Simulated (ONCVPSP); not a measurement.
# Before and after: ONCV potential for lutetium (Lu)

ONCVPSP 4.0.1 input, shortened (lines: element, Z, core and valence counts, functional; n l f; lmax; l rc ep ncon nbas qcut; lloc lpopt rc5 dvloc0; l nproj debl; icmod fcfact rcfact), PBE, scalar-relativistic:

```
  Lu 71.00    9    5        4      upf
    1    0    2.00
    2    0    2.00
    2    1    6.00
    3    0    2.00
    3    1    6.00
    3    2   10.00
    4    0    2.00
    4    1    6.00
    4    2   10.00
    4    3   14.00
    5    0    2.00
    5    1    6.00
    5    2    1.00
    6    0    2.00
    3
    0    2.00    0.00    4    8    5.60
    1    1.55    0.00    3    6    4.60
    2    2.05    0.00    5    8    5.50
    3    1.00    0.00    3    8   16.40
    4    5    0.65    0.00
    0    2    0.80
    1    2    0.90
    2    3    2.40
    3    2    2.40
    0    0.00    0.00
```

In the p channel the program set the typed energies aside and used -1.164, 0.250 Ha.

All-electron outer shells of the reference configuration (PBE, scalar-relativistic, ld1.x):

| shell | level (eV) | outermost node (bohr) | outermost maximum (bohr) |
| --- | --- | --- | --- |
| 4d | -191.92 | 0.23 | 0.48 |
| 5s | -61.06 | 0.57 | 1.04 |
| 5p | -31.66 | 0.61 | 1.19 |
| 4f | -9.62 | – | 0.47 |
| 6s | -4.66 | 1.41 | 3.08 |
| 5d | -1.75 | 0.68 | 1.84 |

Change: s: qcut 3.6; p: qcut 2.9; d: qcut 3.5; f: qcut 10.4.

Cutoffs: the cutoffs (Ha) at which the residual kinetic energy of the hardest occupied pseudo-wave falls to 1 and 0.1 mHa per electron; they do not see the model core or the augmentation charge, which bear on the density cutoff. Errors are all-electron minus pseudo energies relative to the spin-unpolarised reference configuration.

Q: What does the change do?

A: Both files keep a bound ghost (p, s); of the 3 tests that both files solve, the error grows in 1 and shrinks in 0 by more than 15 % and 0.3 meV (median size 2.3 → 2.5 meV); the range in which the s phases agree narrows (upper end 4.0 → 2.9).

| quantity | base | changed |
| --- | --- | --- |
| cutoffs, loose and tight | 117 Ha, 128 Ha | not determined |
| bound ghosts | s, p | s, p |
| GHOST(+) flags under 300 eV | d at 247.7 eV | s at 102.7 eV, d at 289.4 eV |
| largest miss of a reference level, eV | 0.00 | 0.10 |
| tests with a reliable result | 3 of 4 | 3 of 4 |
| error for 4f14 5s2 5p6 5d1 6s1, meV [ΔE 7.37 eV] | -2.3 | -2.5 |
| error for 4f14 5s2 5p6 5d1 6s0, meV [ΔE 20.65 eV] | -7.8 | -9.1 |
| error for 4f14 5s2 5p6 5d1 6s1.5, meV [ΔE 2.99 eV] | -0.8 | -0.8 |
| s: phases at 2.04 bohr within 0.05 rad from the reference energy up to (Ha; the scan ends near 5) | 4.0 | 2.9 |
| p: phases at 1.57 bohr within 0.05 rad from the reference energy up to (Ha; the scan ends near 5) | to the end of the scan | 4.6 |
| d: phases at 2.08 bohr within 0.05 rad from the reference energy up to (Ha; the scan ends near 5) | to the end of the scan | to the end of the scan |
| f: phases at 1.02 bohr within 0.05 rad from the reference energy up to (Ha; the scan ends near 5) | to the end of the scan | to the end of the scan |

 A true bound ghost makes a file unfit for plane-wave use even where its test errors are small: the radial tests pick states by their node count and pass the ghost by.
